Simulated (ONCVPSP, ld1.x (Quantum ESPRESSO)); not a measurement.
## Pseudopotentials across the periodic table

Generated with ld1.x 7.5 (TM, RRKJ, ultrasoft, PAW), atompaw 4.2 or ONCVPSP 4.0.1. The cutoff is in Ry: for ld1.x and atompaw files where the sum of valence levels is converged to 10 mRy in a Bessel basis, for ONCV files where the hardest occupied wave has 1 mHa per electron of residual kinetic energy. The error is the largest all-electron minus pseudo excitation energy over each file’s own four to seven test configurations (ionisations up to +4, promotions, holes and added fractions of an electron), all of which were solved. The labels leave out finer settings (local radius, basis sizes, second energies), which also bear on the numbers. Spin-polarised tests are not counted. The rows are a selection from randomly drawn settings: files with unsolved tests, undetermined cutoffs or missed reference levels are left out.

A true bound ghost makes a file unfit for plane-wave use even where its test errors are small: the radial tests pick states by their node count and pass the ghost by.

```tsv
element	potential	cutoff (Ry)	largest error (meV)	bound ghosts
Cl	RRKJ, PBEsol, scalar-relativistic, rc 1.25/1.32/1.15 (spd), local p, core correction yes, reference 3s2 3p5	40	+149	none
Sc	ONCV, PBE, scalar-relativistic, rc 3.60/2.70/2.80 (spd), local smoothed, core correction yes, reference 3d1.5 4s1.5, qcut 2.3/3.2/6.8, projectors 1/1/1	30	-151	none
Fe	ONCV, PBEsol, scalar-relativistic, rc 1.05/1.10/1.80 (spd), local smoothed, core correction yes, reference 3s2 3p6 3d6 4s2, qcut 12.1/12.6/8.6, projectors 2/3/2	100	+82	none
Ni	ONCV, PW91, scalar-relativistic, rc 1.25/1.10/1.15 (spd), local smoothed, core correction yes, reference 3s2 3p6 3d8 4s2, qcut 10.1/14.9/12.7, projectors 3/2/2	143	-3.5	none
Re	ONCV, PBEsol, fully relativistic, rc 1.45/1.30/2.05 (spd), local smoothed, core correction yes, reference 5s2 5p6 5d5 6s2, qcut 8.9/6.5/8.5, projectors 2/2/1	197	-36	none
Bi	ONCV, PW91, scalar-relativistic, rc 1.35/1.25/1.35 (spd), local smoothed, core correction no, reference 5s2 5p6 5d10 6s2 6p2.5, qcut 6.8/10.4/8.1, projectors 2/2/2	85	-42	none
```

Q: Fill in the row for Fe: ONCV, PBE, scalar-relativistic, rc 1.35/1.30/0.95 (spd), local smoothed, core correction no, reference 3s2 3p6 3d6, qcut 11.5/8.7/13.2, projectors 1/3/2.

A: cutoff 159 Ry, largest error +982 meV, bound ghosts: none.

Q: Fill in the row for In: ONCV, PBEsol, scalar-relativistic, rc 1.60/2.90/3.00 (spd), local smoothed, core correction no, reference 5s2 5p1, qcut 3.9/2.7/3.3, projectors 2/2/2.

A: cutoff 94 Ry, largest error +19 meV, bound ghosts: s.

Q: Fill in the row for Zr: ONCV, PBE, non-relativistic, rc 1.75/1.35/1.65 (spd), local smoothed, core correction yes, reference 4s2 4p6 4d2 5s2, qcut 5.2/6.4/6.8, projectors 2/2/2.

A: cutoff 63 Ry, largest error -6.6 meV, bound ghosts: none.
